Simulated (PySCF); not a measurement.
What builds the second ionisation energy along the 5p block

All values are computed (PySCF 2.14, energy differences of UHF-based or UKS calculations, no spin-orbit coupling). Each column adds one step, in eV (sums use unrounded values): valence MP2, valence CCSD, valence triples, then the next inner shell at CCSD(T) (In 4s 4p 4d, Sn 4s 4p 4d, Sb 4s 4p 4d, Te 4s 4p 4d, Xe 4s 4p 4d). References (NIST) marked * lie between the lowest fine-structure levels; the others compare directly ((s) semi-empirical, (t) theoretical).

| element | UHF | + MP2 | + CCSD | + (T) | + inner shell | sum | reference |
| --- | --- | --- | --- | --- | --- | --- | --- |
| In [Kr] 4d10 5s2 → [Kr] 4d10 5s1 (x2c-TZVPPall, spin-free X2C) | 17.035 | 0.621 | 0.258 | 0.000 | 0.805 | 18.719 | 18.870 |
| Sn [Kr] 4d10 5s2 5p1 → [Kr] 4d10 5s2 (x2c-TZVPPall, spin-free X2C) | 13.717 | 0.189 | 0.059 | 0.017 | 0.120 | 14.103 | 14.282 |
| Sb [Kr] 4d10 5s2 5p2 → [Kr] 4d10 5s2 5p1 (x2c-TZVPPall, spin-free X2C) | 16.010 | 0.299 | 0.033 | 0.020 | 0.108 | 16.471 | 16.626 ± 0.025 * |
| Te [Kr] 4d10 5s2 5p3 → [Kr] 4d10 5s2 5p2 (x2c-TZVPPall, spin-free X2C) | 18.361 | 0.392 | -0.012 | 0.023 | 0.091 | 18.855 | 18.6 ± 0.4 * |
| Xe [Kr] 4d10 5s2 5p5 → [Kr] 4d10 5s2 5p4 (x2c-TZVPPall, spin-free X2C) | 20.100 | 0.656 | 0.027 | 0.025 | 0.082 | 20.890 | 20.975 (s) * |

What remains against the references is mostly basis incompleteness and, for starred values, spin-orbit coupling.

These are valence bases, so the inner-shell step is incomplete.
